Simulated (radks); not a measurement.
The numbers below are computed, except where a source is named.
Q: These are the eigenvalues of the occupied orbitals of an atom or ion with whole-number occupations (Ry). Level of theory: non-relativistic Kohn-Sham, LDA (Slater exchange, Perdew-Wang correlation), spin-unpolarised, spherical densities, point nucleus (a radial shooting solver on a logarithmic mesh with Libxc functionals).

| orbital | eigenvalue |
|---|---|
| 1s | -2336.903 |
| 2s | -363.4315 |
| 2p | -342.5091 |
| 3s | -83.46648 |
| 3p | -74.65531 |
| 3d | -58.24310 |
| 4s | -24.41322 |
| 4p | -21.24445 |
| 4d | -15.73807 |

Which element is it, and in what charge state? The configuration may be excited.

A: Z = 53, iodine, charge +10: I10+ in [Kr] 4d7. The list shows which subshells hold electrons but not how many an open one holds; the 1s level, -1168.5 hartree, gives Z - s = 48.3 by -(Z - s)^2/2, which with screening narrows Z to a few neighbours, and the depths of the outer levels then fix element, charge and occupations together.
